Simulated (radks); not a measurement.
Q: Coherent X-ray form factor from a spherical all-electron density. Calculated with a radial shooting solver on a logarithmic mesh with Libxc functionals: scalar-relativistic Kohn-Sham, BLYP, spin-polarised, spherical densities, finite nucleus; Fermi nuclear charge, rms radius of each element as measured or else 0.836 A^(1/3) + 0.57 fm.

sin(theta)/lambda (1/angstrom)  f0 (electrons)
0.05                                    10.960
0.1                                     10.843
0.15                                    10.656
0.2                                     10.409
0.25                                    10.114
0.3                                      9.784
0.4                                      9.066
0.5                                      8.330
0.6                                      7.614
0.8                                      6.285
1                                        5.098
1.25                                     3.856
1.5                                      2.927
2                                        1.877

The species is in the configuration that NIST lists as its ground one. Which atom or ion scatters so?

A: The calcium ion Ca9+, [Ne] 3s1. Extrapolating in s^2 from the first two rows gives f0(0) = 11.0, near the electron count 11; among species with that count, the fall with angle is slower the higher Z, and the table is that of Z = 20; from so few rows the species is fixed only to a neighbour or two.
